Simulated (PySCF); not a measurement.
Compound: Si(SMe)4, C4H12S4Si.
Z-matrix (Å and degrees, PBE0-D3(BJ)/def2-SVP geometry), rows numbered from 1:
```
C 
S   1  1.8253
Si  2  2.1344  1   99.56
S   3  2.1324  2  108.39  1   179.97
C   4  1.8254  3   99.62  2    58.12
S   3  2.1335  2  108.04  1   -58.30
C   6  1.8251  3   99.74  2   179.32
S   3  2.1321  2  112.16  1    60.85
C   8  1.8249  3   99.69  2    60.74
H   1  1.0991  2  110.23  3   -48.02
H   1  1.0980  2  106.70  3  -166.75
H   1  1.0979  2  111.04  3    73.97
H   5  1.0991  4  110.19  3    48.06
H   5  1.0980  4  106.72  3   166.79
H   5  1.0980  4  111.04  3   -73.92
H   7  1.0980  6  111.03  3   -74.50
H   7  1.0980  6  106.72  3   166.25
H   7  1.0991  6  110.27  3    47.53
H   9  1.0980  8  106.70  3  -167.11
H   9  1.0979  8  111.06  3    73.61
H   9  1.0991  8  110.21  3   -48.39
```

Theory: PBE0-D3(BJ)/def2-SVP geometry optimisation, gas phase in PySCF.

Take the most abundant isotopes and a rigid rotor. The values belong to one conformer with, in the numbering `[CH3:1][S:2][Si:3]([S:4][CH3:5])([S:6][CH3:7])[S:8][CH3:9]`, C1–S2–Si3–S4 180°, S2–Si3–S4–C5 58°, S2–Si3–S6–C7 179°, S2–Si3–S8–C9 61°.

Question: Give the principal moments of inertia and the rotational constants in MHz.

Answer: Ia = 711.17, Ib = 812.55, Ic = 813.52 u·Å²; 505379 MHz·u·Å²/I gives A = 710.6, B = 622.0, C = 621.2 MHz.

Question: What kind of rotor is it?

Answer: A prolate symmetric top, as the point group S4 requires two equal moments; the computed ones differ by 0.12 % because the geometry is symmetric only within the optimiser's tolerance: κ = (2 × 622.0 − 710.6 − 621.2)/(710.6 − 621.2) = -0.98.

The point group S4 allows no dipole (computed: 0.01 D), so a rigid rotor has no electric-dipole lines.

Question: Estimate the classical rotational partition function at 10 K, 100 K and 200 K.

Answer: Point group S4, symmetry number σ = 2; q = (√π/σ)·√((kT/h)³/(ABC)), k/h = 20836.6 MHz/K: 5090 at 10 K, 161000 at 100 K, 455000 at 200 K.

No PBE0-D3(BJ)/def2-SVP frequencies stand behind this structure, so it isn't proved a minimum. Zero-point vibration and centrifugal distortion are left out.

The run took 4.5 min wall on one thread of an x86-64 server, on a shared host. These figures are those of the optimisation.
